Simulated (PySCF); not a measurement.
CuI2 (doublet state).
Geometry (PBE0-D3(BJ)/def2-SVP, Å), atoms numbered from 1 in this order:
```xyz
3
CuI2 angstrom
Cu     0.0001    0.0001    0.0000
I     -0.0154   -0.0194    2.4004
I      0.0153    0.0194   -2.4004
```

Method used: PBE0-D3(BJ)/def2-SVP geometry optimisation, gas phase, def2 core potentials past Kr in PySCF.

Masses are those of the commonest isotopes; rigid-rotor values at the optimised geometry. 

(1) What are the moment of inertia and the rotational constant?

## Answers

(1) I = 1462.554 u·Å², B = 505379 MHz·u·Å²/I = 345.5 MHz (0.0115 cm⁻¹, or 0.017 K as hB/k).

If the electronic state has orbital angular momentum about the axis (Π, Δ; not determined here), the simple ladder of levels BJ(J+1) doesn't apply.

Whether it is a minimum is left open (no frequencies). ⟨S²⟩ = 0.754 (exact for a doublet: 0.75). No vibrational averaging or centrifugal distortion is included, and the geometry carries the error of its method.

Hardware: x86-64 server, one thread (shared host). Cost: 32 s. These figures are those of the optimisation.

For an open-shell metal species like this, the optimisation's SCF solution wasn't tested for stability and no frequencies at its level were run, so a lower state or another shape may exist.
